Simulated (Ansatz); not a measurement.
Correlation energies of C2H5F2GaO, SMILES `CC[O][Ga]([F])[F]` by basis set

```xyz
11

C     1.370   -0.212   -0.011
C     0.284    0.064    1.002
O    -0.970   -0.482    0.619
Ga   -1.815    0.054   -0.822
F    -1.279    1.399   -1.788
F    -3.272   -0.725   -1.333
H     2.332    0.164    0.345
H     1.154    0.287   -0.962
H     1.466   -1.285   -0.190
H     0.531   -0.405    1.960
H     0.198    1.142    1.181
```

Total charge 0; spin multiplicity 1. Correlated methods include outer-core shells of Ga, which these sets cover unevenly. Scalar relativity is left out up to krypton. Geometry: relaxed with PBE0-D4/def2-TZVP. It is one conformer, not always the lowest. Frozen core, restricted reference, Ansatz 0.2.0.

```json
{"basis": "def2-SVP", "HF (Eh)": "-2275.21601", "MP2 corr.": "-1.05198", "CCSD corr.": "-1.07286", "(T)": "-0.02600", "CCSD(T) total": "-2276.31487"}
{"basis": "def2-TZVPP", "HF (Eh)": "-2275.90077", "MP2 corr.": "-1.30735", "CCSD corr.": "–", "(T)": "–", "CCSD(T) total": "–"}
{"basis": "def2-QZVPP", "HF (Eh)": "-2275.95884", "MP2 corr.": "-1.64264", "CCSD corr.": "–", "(T)": "–", "CCSD(T) total": "–"}
```
